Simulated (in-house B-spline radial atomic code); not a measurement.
## RPA and G0W0 on LC-wPBE: Mo

Configuration [Kr] 4d5 5s1, highest spin, mean-field start LC-wPBE. Computed with an all-electron radial atomic-structure program (B-spline basis): all electrons, non-relativistic, point nucleus, each spin shell either full or empty, empty states to l = 9 with an (l + 1/2)⁻⁴ tail; G0W0 by contour deformation at full frequency.

Without relativity these are model numbers: it shifts the levels of so heavy an element strongly and can reorder them.

Command:
```bash
python run_gw.py task.json out
```
Settings (radii: box in bohr, nucleus in fm):
```
Z                        42
electrons                42
configuration            [Kr] 4d5 5s1
hamiltonian              nr
method                   lc_wpbe
lmax                     9
spin_polarised           True
box_radius               40
intervals                56
ion_configuration        [Kr] 4d5
```

Cost of the run: 6.1 s on 1 thread of AMD EPYC 7R13 Processor, on a shared host.

Energies (hartree):

```csv
term,value
mean-field total,-3977.09031
Hartree-Fock functional on these orbitals,-3975.52933
direct second order,-3.3487
second-order exchange,0.97861
SOSEX correction,0.90833
```

What is the RPA correlation energy, and what remains with SOSEX?

RPA gives -2.9552 hartree (-1.91 eV per electron); RPA + SOSEX gives -2.0468, and the second-order doubles -2.3701 hartree (no singles). SOSEX takes back 31 % of the RPA value.

Quasi-particle levels (eV):

```json
{"level": "5s up", "occupied": "yes", "mean field": "-6.515", "Σx - vxc": "0.36", "Σc": "?", "QP weight": "?", "G0W0": "?"}
{"level": "4d up", "occupied": "yes", "mean field": "-8.753", "Σx - vxc": "-0.82", "Σc": "0.15", "QP weight": "0.899", "G0W0": "-9.429"}
{"level": "4p down", "occupied": "yes", "mean field": "-40.12", "Σx - vxc": "-2.49", "Σc": "1.49", "QP weight": "0.855", "G0W0": "-41.12"}
```

G0W0 = mean field + (Σx - vxc) + Σc, with Σc (partial-wave tail included) taken at the quasi-particle energy. Only the outer levels were computed. Levels of low weight are left out.

Where does G0W0 put 5s up?

At -7.153 eV, with Σc = -1.00 eV and a quasi-particle weight of 0.951. The tabulated removal energy is 7.092 eV (NIST, measured); the calculation leaves out relativity, Breit and QED terms, and what these don't explain is the method's own error.

What does it cost to remove one electron (to [Kr] 4d5) by differences of total energies, each species on its own start (correlation terms add to the Hartree-Fock functional)?

LC-wPBE 6.407 eV, Hartree-Fock functional 5.839 eV, + RPA 6.928 eV, + RPA + SOSEX 6.405 eV, + second order 6.883 eV. Tabulated: 7.092 eV (NIST, measured); the calculation leaves out relativity, Breit and QED terms, and what these don't explain is the method's own error.
